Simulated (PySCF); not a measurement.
C4H7AlO, singlet, geometry from GFN2-xTB (such geometries of metal compounds can be far from the true shape), atoms displaced at random by about 0.03 Å a coordinate; PySCF with R2SCAN/STO-3G, gradient.

The PySCF input:
```python
from pyscf import gto, scf, dft

mol = gto.M(
    atom='''
Al    0.03990375    0.25722181    0.58931102
C     0.25121121    1.45473770   -0.96402956
C    -0.14390646    1.19037291   -2.17730094
H     0.51962768    2.59942636   -0.75410430
H    -0.01640784    1.90658149   -3.00146028
H    -0.48470682    0.28546867   -2.48469241
C    -0.20870897   -1.74692139    0.49134777
C    -0.14594789   -2.44775948   -0.61269101
H    -0.44537263   -2.21432918    1.37865677
H    -0.25960027   -3.54936847   -0.59747884
H     0.14834485   -2.06171038   -1.59918992
O     0.18630328    0.85291318    2.11410214
H     0.25252799    1.33081989    2.96814422
''',
    basis='sto-3g',
    verbose=4,
)

mf = dft.RKS(mol)
mf.xc = 'r2scan'
mf.grids.level = 1
mf.kernel()
g = mf.nuc_grad_method()
g.grid_response = True
grad = g.kernel()
```

What the program printed (banner, timings and long lists left out):

```
PySCF version 2.14.0

[INPUT] verbose = 4
[INPUT] num. atoms = 13
[INPUT] num. electrons = 52
[INPUT] charge = 0
[INPUT] spin (= nelec alpha-beta = 2S) = 0
[INPUT] symmetry False subgroup None
[INPUT] Mole.unit = angstrom
[INPUT] Symbol           X                Y                Z      unit          X                Y                Z       unit  Magmom
[INPUT]  1 Al     0.039903750000   0.257221810000   0.589311020000 AA    0.075407158843   0.486078774165   1.113636429988 Bohr   0.0
[INPUT]  2 C      0.251211210000   1.454737700000  -0.964029560000 AA    0.474720386321   2.749055836080  -1.821751844385 Bohr   0.0
[INPUT]  3 C     -0.143906460000   1.190372910000  -2.177300940000 AA   -0.271943796956   2.249478786002  -4.114502467358 Bohr   0.0
[INPUT]  4 H      0.519627680000   2.599426360000  -0.754104300000 AA    0.981954001943   4.912203901375  -1.425050596357 Bohr   0.0
[INPUT]  5 H     -0.016407840000   1.906581490000  -3.001460280000 AA   -0.031006323896   3.602916850265  -5.671937902960 Bohr   0.0
[INPUT]  6 H     -0.484706820000   0.285468670000  -2.484692410000 AA   -0.915963140509   0.539457603444  -4.695388158686 Bohr   0.0
[INPUT]  7 C     -0.208708970000  -1.746921390000   0.491347770000 AA   -0.394402793040  -3.301202988245   0.928512717216 Bohr   0.0
[INPUT]  8 C     -0.145947890000  -2.447759480000  -0.612691010000 AA   -0.275801540558  -4.625595036008  -1.157818207883 Bohr   0.0
[INPUT]  9 H     -0.445372630000  -2.214329180000   1.378656770000 AA   -0.841632294077  -4.184475699833   2.605283715077 Bohr   0.0
[INPUT] 10 H     -0.259600270000  -3.549368470000  -0.597478840000 AA   -0.490573412163  -6.707334323467  -1.129071372823 Bohr   0.0
[INPUT] 11 H      0.148344850000  -2.061710380000  -1.599189920000 AA    0.280331138490  -3.896067966373  -3.022030969965 Bohr   0.0
[INPUT] 12 O      0.186303280000   0.852913180000   2.114102140000 AA    0.352062175308   1.611772318232   3.995074043957 Bohr   0.0
[INPUT] 13 H      0.252527990000   1.330819890000   2.968144220000 AA    0.477208739887   2.514885113224   5.608979674011 Bohr   0.0

nuclear repulsion = 247.222635781878
number of shells = 27
number of NR pGTOs = 123
number of NR cGTOs = 41
basis = sto-3g
ecp = {}

******** <class 'pyscf.dft.rks.RKS'> ********
method = RKS
initial guess = minao
damping factor = 0
level_shift factor = 0
DIIS = <class 'pyscf.scf.diis.CDIIS'>
diis_start_cycle = 1
diis_space = 8
diis_damp = 0
SCF conv_tol = 1e-09
SCF conv_tol_grad = None
SCF max_cycles = 50
direct_scf = True
direct_scf_tol = 1e-13
XC library pyscf.dft.libxc version 7.1.2
    S. Lehtola, C. Steigemann, M. J. T. Oliveira, and M. A. L. Marques,  SoftwareX 7, 1–5 (2018)
XC functionals = r2scan
    J. W. Furness, A. D. Kaplan, J. Ning, J. P. Perdew, and J. Sun,  J. Phys. Chem. Lett. 11, 8208–8215 (2020)
    J. W. Furness, A. D. Kaplan, J. Ning, J. P. Perdew, and J. Sun,  J. Phys. Chem. Lett. 11, 9248–9248 (2020)
    J. W. Furness, A. D. Kaplan, J. Ning, J. P. Perdew, and J. Sun,  J. Phys. Chem. Lett. 11, 8208–8215 (2020)
    J. W. Furness, A. D. Kaplan, J. Ning, J. P. Perdew, and J. Sun,  J. Phys. Chem. Lett. 11, 9248–9248 (2020)
radial grids:
    Treutler-Ahlrichs [JCP 102, 346 (1995); DOI:10.1063/1.469408] (M4) radial grids

becke partition: Becke, JCP 88, 2547 (1988); DOI:10.1063/1.454033
pruning grids: <function nwchem_prune>
grids dens level: 1
symmetrized grids: False
atomic radii adjust function: <function treutler_atomic_radii_adjust>
small_rho_cutoff = 0
Set gradient conv threshold to 3.16228e-05
Initial guess from minao.
tot grids = 49560
init E= -468.504229490971
  HOMO = -0.3158881318938  LUMO = -0.0784545896744331  gap/eV = 6.46090
cycle= 1 E= -468.039836983061  delta_E= 0.464  |g|= 0.697  |ddm|= 4.65
  HOMO = 0.152067474118417  LUMO = 0.168407263558145  gap/eV = 0.44463
cycle= 2 E= -466.914433563576  delta_E= 1.13  |g|=    2  |ddm|=  3.2
  HOMO = -0.0858982047285805  LUMO = 0.122894486386382  gap/eV = 5.68154
cycle= 3 E= -468.190180172107  delta_E= -1.28  |g|= 0.264  |ddm|= 2.61
  HOMO = -0.0707365460587771  LUMO = 0.087041294582142  gap/eV = 4.29335
cycle= 4 E= -468.212359804235  delta_E= -0.0222  |g|= 0.122  |ddm|= 0.555
  HOMO = -0.0754964621196703  LUMO = 0.0852929397562497  gap/eV = 4.37530
cycle= 5 E= -468.21535387617  delta_E= -0.00299  |g|= 0.0725  |ddm|= 0.213
  HOMO = -0.0778277873183019  LUMO = 0.0871742958037476  gap/eV = 4.48994
cycle= 6 E= -468.217095042296  delta_E= -0.00174  |g|= 0.00558  |ddm|= 0.0917
  HOMO = -0.0783577191974326  LUMO = 0.0875111972161071  gap/eV = 4.51352
cycle= 7 E= -468.217109132454  delta_E= -1.41e-05  |g|= 0.001  |ddm|= 0.0108
  HOMO = -0.0786723977903357  LUMO = 0.0874257493993991  gap/eV = 4.51976
cycle= 8 E= -468.217109265254  delta_E= -1.33e-07  |g|= 0.000895  |ddm|= 0.0024
  HOMO = -0.0786862294739636  LUMO = 0.0874215707450636  gap/eV = 4.52002
cycle= 9 E= -468.217109510827  delta_E= -2.46e-07  |g|= 0.000146  |ddm|= 0.00124
  HOMO = -0.0786713499208896  LUMO = 0.0874314426711729  gap/eV = 4.51989
cycle= 10 E= -468.217109518346  delta_E= -7.52e-09  |g|= 6.43e-06  |ddm|= 0.00022
  HOMO = -0.078671766926155  LUMO = 0.087431307490379  gap/eV = 4.51989
cycle= 11 E= -468.217109518363  delta_E= -1.63e-11  |g|= 2.13e-06  |ddm|= 1.52e-05
  HOMO = -0.0786717455197883  LUMO = 0.0874314001619259  gap/eV = 4.51990
Extra cycle  E= -468.217109518366  delta_E= -3.18e-12  |g|= 2.07e-06  |ddm|= 7.42e-06
converged SCF energy = -468.217109518366

******** <class 'pyscf.grad.rks.Gradients'> for <class 'pyscf.dft.rks.RKS'> ********
unit = Eh/Bohr
grid_response = True
--------------- RKS gradients ---------------
         x                y                z
0 Al    -0.0052408253     0.0084567778    -0.0146344096
1 C    -0.0078296078    -0.0498162510    -0.0835451384
2 C    -0.0236723347    -0.0619724080     0.0313521044
3 H     0.0038604687     0.0539855349     0.0101301276
4 H     0.0062480099    -0.0016662364    -0.0005871829
5 H     0.0267206917     0.0747323824     0.0223359014
6 C    -0.0138465024    -0.1037856302     0.0248877610
7 C    -0.0101106464     0.0372775962     0.0260537244
8 H     0.0145631265     0.0344094159    -0.0534991469
9 H     0.0023544502    -0.0047627638     0.0033255413
10 H     0.0037332107    -0.0038930150    -0.0021023912
11 O     0.0019809126     0.0233634437     0.0336919121
12 H     0.0012390462    -0.0063288465     0.0025911969
----------------------------------------------
```
